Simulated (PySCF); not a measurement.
Species: C₅H₆ClO₂ (doublet state).
Structure used (GFN2-xTB), in Å, numbered top down from 1:
```
atom  x, y, z in Å
C1     0.801    0.246    1.513
C2     1.147    0.642    0.339
Cl3    2.764    1.314   -0.073
C4     0.224    0.572   -0.860
C5    -0.006   -0.910   -1.256
O6    -1.179   -1.260   -0.535
C7    -1.535   -0.137    0.213
O8    -1.074    0.971   -0.473
H9     1.221    0.176    2.488
H10    0.564    1.208   -1.675
H11    0.826   -1.551   -0.958
H12   -0.206   -1.025   -2.325
H13   -0.936   -0.153    1.202
H14   -2.611   -0.095    0.374
```

The hyperfine couplings belong to this conformer and change with its torsions.

Identity: `O1[C@H](COC1)/C(=[C]/[H])Cl` [radical].

Method: UKS B3LYP, pcH-1 on C Cl H O, non-relativistic, mean-field spin-orbit, GIAO (PySCF). Isolated species at its GFN2-xTB geometry (one conformer only). The geometry wasn't refined by DFT: couplings that depend on bond lengths, twists or pyramidal angles can differ widely from those at the functional's own minimum. Stability of the SCF solution: not tested.

Principal values of hyperfine tensors in MHz (contact, dipolar and spin–orbit terms together), for some of the nuclei:

```json
{"atom": "C1", "isotope": "13C", "A1": "253.50", "A2": "273.50", "A3": "442.39"}
{"atom": "C7", "isotope": "13C", "A1": "71.45", "A2": "71.88", "A3": "121.06"}
{"atom": "C2", "isotope": "13C", "A1": "54.71", "A2": "70.33", "A3": "82.79"}
{"atom": "H14", "isotope": "1H", "A1": "27.81", "A2": "32.33", "A3": "44.30"}
{"atom": "Cl3", "isotope": "35Cl", "A1": "8.14", "A2": "11.77", "A3": "83.39"}
{"atom": "C4", "isotope": "13C", "A1": "6.93", "A2": "8.36", "A3": "15.85"}
{"atom": "H13", "isotope": "1H", "A1": "-24.00", "A2": "-13.55", "A3": "61.73"}
{"atom": "H10", "isotope": "1H", "A1": "4.83", "A2": "6.69", "A3": "10.71"}
```

(1) Split each tensor into its isotropic and traceless parts, and turn a_iso into mT with g = 2.0014.

(2) What spin density at the nucleus of Cl3 lies behind its contact coupling (g_N = 0.54792)?

(3) H9 (1H, g_N = 5.58569) isn't in the table. Its spin density at the nucleus is 0.00494 bohr⁻³. What is its contact coupling?

(4) Name the largest traceless tensor T of the table and describe it.

(5) What first-order splitting does C1 cause when the field lies along A1, A2 or A3 of its tensor (g taken as isotropic, no quadrupole term)?

## Answers

(1) a_iso is a third of the trace, T = A − a_iso, and a(mT) = a(MHz)/(g × 13.996). The tensors hold a spin–orbit part: the run splits a_iso into a_FC + a_SO, and T includes its anisotropic share.

```
atom  a_iso (MHz)    a_FC   a_SO  a_iso (mT)      T1      T2      T3
  C1       323.13  323.56  -0.43      11.536  -69.63  -49.63  119.26
  C7        88.13   88.13   0.00       3.146  -16.68  -16.25   32.93
  C2        69.28   69.34  -0.07       2.473  -14.56    1.06   13.51
 H14        34.81   34.81   0.01       1.243   -7.00   -2.49    9.48
 Cl3        34.43   33.56   0.88       1.229  -26.29  -22.66   48.96
  C4        10.38   10.39  -0.01       0.371   -3.45   -2.02    5.47
 H13         8.06    8.05   0.01       0.288  -32.06  -21.61   53.67
 H10         7.41    7.41   0.01       0.265   -2.58   -0.72    3.30
```

(2) a_FC = (2μ0/3) gₑ μB g_N μN ρ(0)/(2S·h) = 800.24 MHz × g_N × ρ(0)/(2S), with ρ in bohr⁻³. With a_FC = 33.56 MHz and 2S = 1, ρ(0) = 0.07653 bohr⁻³.

(3) By the same relation, a_FC = 22.1 MHz. The spin–orbit term adds -0.10 MHz. Its full tensor has the principal values -4.97, 15.13, 55.79 MHz.

(4) C1: -69.6, -49.6, 119.3 MHz (the dipolar term alone has -68.8, -50.0, 118.8), rhombic: the two smaller values differ by 17 % of the largest.

(5) 2 lines (I = 1/2), spaced by |A_i|/(g × 13.996): 9.05, 9.76, 15.79 mT along the axes of A1, A2 and A3.
